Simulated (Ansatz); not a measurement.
The same path of Cl$_{2}$H$_{2}$OSn (6 atoms, charge 0, multiplicity 1) was run twice with different band settings. Lost on the way: Sn1–H2. Made: H2–O3.

The calculation used RHF/def2-SVP in Ansatz 0.2.0.

Relaxed end points:

```xyz
6
Properties=species:S:1:pos:R:3
Sn 0.185 -0.087 0.487
H -0.254 0.106 2.099
O 2.106 -0.307 0.349
H 2.498 -0.458 -0.498
Cl -0.434 1.747 -0.816
Cl -0.832 -1.952 -0.481
```

```xyz
6
Properties=species:S:1:pos:R:3
Sn -0.775 0.552 0.720
H 1.531 -1.164 0.751
O 1.524 -0.222 0.888
H 2.009 0.160 0.164
Cl 0.086 1.465 -1.367
Cl -1.104 -1.745 -0.016
```

Common settings: movable images 9; climbing image yes; optimiser quadratic models (default); start path through a guess of the saddle point; force threshold 0.03 eV/Å; iteration limit 60; end points relaxed.

| run | spring |
| --- | --- |
| 1 | 5.0 eV/Å² |
| 2 | 50.0 eV/Å² |

(1) What does each run give, and how far can it be trusted?

Results:

(1) Run 1: converged after 16 iterations, highest image 2.782 eV above the first end. Neighbouring images differ by up to 2.7 eV, so the band resolves the path poorly. A vibrational analysis at the climbing image gives one clearly imaginary mode, 1830i cm⁻¹: a first-order saddle point.
Run 2: converged after 19 iterations, highest image 2.782 eV above the first end. Neighbouring images differ by up to 2.7 eV, so the band resolves the path poorly. Another band between the same ends (9 images) ends at a top of the same energy, where a vibrational analysis finds 1 clearly imaginary mode.
The orbitals stay closed-shell, which can raise the energy where a bond breaks towards radicals; this wasn't checked here.
